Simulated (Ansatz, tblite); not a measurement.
Adding an electron: Na₅⁺. The state is a singlet with charge 1. Geometry: r2SCAN/def2-SVP. Ansatz, gas phase; energy differences of separate SCF runs; the reduced species was run as a doublet alone.

```xyz
5

Na    1.486   -3.224   -0.910
Na    0.000    0.002    0.029
Na   -0.723   -3.240    1.616
Na    0.647    3.516    0.927
Na   -1.409    2.945   -1.663
```

The xTB rows come from tblite. The structure comes from a short search, and lower isomers may exist.

Q: Estimate orbital energies and vertical electron affinities at: GFN2-xTB; PBE/def2-TZVP; r2SCAN/def2-TZVP; PBE0/def2-TZVP.

A: 
| level | −HOMO (eV) | −LUMO (eV) | vertical EA (eV) | HOMO–LUMO gap (eV) |
| --- | --- | --- | --- | --- |
| GFN2-xTB | 8.96 | 7.71 | 5.69 | 1.25 |
| PBE/def2-TZVP | 6.22 | 4.84 | 3.57 | 1.38 |
| r2SCAN/def2-TZVP | 6.09 | 4.54 | 3.49 | 1.55 |
| PBE0/def2-TZVP | 6.63 | 4.31 | 3.45 | 2.32 |

 Raw xTB energy differences between charge states are shifted by several eV; the methods need an empirical correction for them.
